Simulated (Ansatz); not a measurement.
IrN4F2H12, that is cis-[IrF2(NH3)4]+ with one electron more, relaxed as a doublet with UKS PBE0-D4/def2-SVP in Ansatz, starting from the PBE0-D4/def2-SVP geometry of the charge +1 singlet. Force threshold 0.02 eV/Å.

In the def2 sets Ir takes a core potential; there is no spin–orbit coupling. The name describes the singlet; other states may take another shape.

Start:

```xyz
19

Ir   -0.111   -0.253    0.003
F    -0.445   -1.501    1.482
N     0.185    0.975   -1.671
H    -0.192    0.370   -2.416
H     1.148    1.203   -1.922
H    -0.331    1.856   -1.704
F    -0.818   -1.370   -1.450
N     0.608    0.826    1.651
H     0.423    0.153    2.410
H     0.127    1.695    1.890
H     1.606    1.042    1.672
N     1.631   -1.347   -0.266
H     1.447   -1.927   -1.094
H     1.651   -1.997    0.529
H     2.559   -0.933   -0.365
N    -2.093    0.298    0.278
H    -2.413    1.264    0.362
H    -2.389   -0.214    1.118
H    -2.592   -0.140   -0.505
```

(1) Estimate the energy that the relaxation releases and the steps that it takes.

(2) Does the start keep its bonding and symmetry?

(3) Predict the relaxed structure.

Results:

(1) 4.3 kcal/mol, in 6 steps; 45 s on 4 threads of Arm Neoverse V1 on a shared host. No frequencies were taken in this run, so the end may be a saddle point.

(2) By distances, no bond broke or formed. The bond that changes most is Ir1–N8, from 2.10 to 2.07 Å (atoms count from 1). Point group C2v at the start, C2v at the end, both within 0.05 Å.

(3) 
Cartesian coordinates in Å:
```
Ir -0.159 -0.362 0.004
F -0.509 -1.642 1.476
N 0.193 0.954 -1.556
H -0.137 0.493 -2.418
H 1.199 1.188 -1.664
H -0.311 1.855 -1.443
F -0.879 -1.512 -1.441
N 0.586 0.816 1.536
H 0.476 0.277 2.410
H 0.080 1.718 1.632
H 1.589 1.050 1.411
N 1.620 -1.369 -0.267
H 1.503 -1.937 -1.116
H 1.711 -2.011 0.532
H 2.473 -0.799 -0.349
N -2.102 0.275 0.279
H -2.257 1.290 0.343
H -2.434 -0.179 1.139
H -2.643 -0.106 -0.508
```
Bond lengths: 4 × Ir–N 2.06 to 2.07 Å; 2 × F–Ir 1.98 Å; 12 × H–N 1.03 to 1.04 Å.
